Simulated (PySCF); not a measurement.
C6H9BO3Si.
Cartesian coordinates in Å at the PBE0-D3(BJ)/def2-SVP level; atoms count from 1:
```
atom  x, y, z in Å
O1     4.5697   -1.3014    0.1268
B2     3.4384   -0.6133   -0.1482
O3     3.4890    0.5764   -0.7991
Si4    1.5886   -1.2642    0.3552
O5     0.7238    0.0542   -0.3028
C6    -0.6114    0.2691   -0.3485
C7    -1.5367   -0.6399    0.1743
C8    -2.9010   -0.3658    0.0914
C9    -3.3553    0.8067   -0.5084
C10   -2.4278    1.7116   -1.0268
C11   -1.0642    1.4487   -0.9494
H12    5.3551   -0.8373   -0.1917
H13    2.5950    0.9305   -0.9173
H14    1.2831   -1.3796    1.8161
H15    1.1303   -2.5326   -0.2949
H16   -1.1908   -1.5636    0.6457
H17   -3.6152   -1.0834    0.5026
H18   -4.4251    1.0155   -0.5718
H19   -2.7696    2.6356   -1.4997
H20   -0.3284    2.1475   -1.3527
```

Level: PBE0/pcSseg-1 in PySCF, non-relativistic, on one gas-phase PBE0-D3(BJ)/def2-SVP geometry that isn't relaxed in the solvent. The solvent is an IEF-PCM continuum (Bondi radii, 1.10 Å for H, scaled by 1.2). Only the electrostatic response of the medium enters.

Gas phase at PBE0/pcSseg-1: HOMO -6.72 eV, LUMO -0.37 eV, dipole 0.35 D.

Question: What does the continuum do to the energy, the frontier levels and the dipole at PBE0/pcSseg-1 in benzene and methanol?

Answer: 
```csv
solvent,ε,E(solvent) − E(gas) (kJ/mol),polarisation term (kJ/mol),distortion of the solute (kJ/mol),HOMO (eV),LUMO (eV),dipole (D)
benzene,2.271,-13.41,-13.84,0.43,-6.71,-0.35,0.35
methanol,32.61,-29.99,-32.28,2.29,-6.75,-0.39,0.39
```

The first energy column is the sum of the next two and covers electrostatics alone. From benzene to methanol the lowering changes by a factor 2.24, Onsager's factor (ε − 1)/(2ε + 1) by 2.08 and ε itself by 14.4.

Question: Which Hirshfeld charges (PBE0/pcSseg-1) respond most in benzene (means over atoms taken as equivalent)?

Answer: 
```json
{"atoms": "H12/H13", "environment": "hydroxyl hydrogen", "gas (e)": "+0.170", "solvent (e)": "+0.174", "change": "+0.004"}
{"atoms": "O1/O3", "environment": "boron-bound oxygen", "gas (e)": "-0.256", "solvent (e)": "-0.260", "change": "-0.004"}
{"atoms": "C9", "environment": "aromatic CH carbon", "gas (e)": "-0.062", "solvent (e)": "-0.065", "change": "-0.003"}
{"atoms": "H17/H19", "environment": "aromatic hydrogen", "gas (e)": "+0.052", "solvent (e)": "+0.055", "change": "+0.003"}
{"atoms": "H16/H20", "environment": "aromatic hydrogen", "gas (e)": "+0.046", "solvent (e)": "+0.049", "change": "+0.003"}
{"atoms": "C6", "environment": "aromatic carbon bearing oxygen", "gas (e)": "+0.074", "solvent (e)": "+0.071", "change": "-0.003"}
```

Question: How do the nuclear quadrupole coupling constants eQVzz/h respond in benzene?

Answer: 
| nucleus | Q (barn) | gas (MHz) | solvent (MHz) | η gas | η solvent |
| --- | --- | --- | --- | --- | --- |
| 17O at O1 | -0.0256 | -8.20 | -7.99 | 0.14 | 0.14 |
| 11B at B2 | 0.04059 | 3.19 | 3.20 | 0.15 | 0.15 |
| 17O at O3 | -0.0256 | -7.29 | -7.20 | 0.17 | 0.17 |
| 17O at O5 | -0.0256 | -9.63 | -9.63 | 0.25 | 0.25 |

Time: 87 s of wall time; peak memory 1.3 GiB. Hardware: one thread, Arm Neoverse N1 (aarch64), shared host. This is the whole shielding run at PBE0/pcSseg-1 in methanol, SCF included.
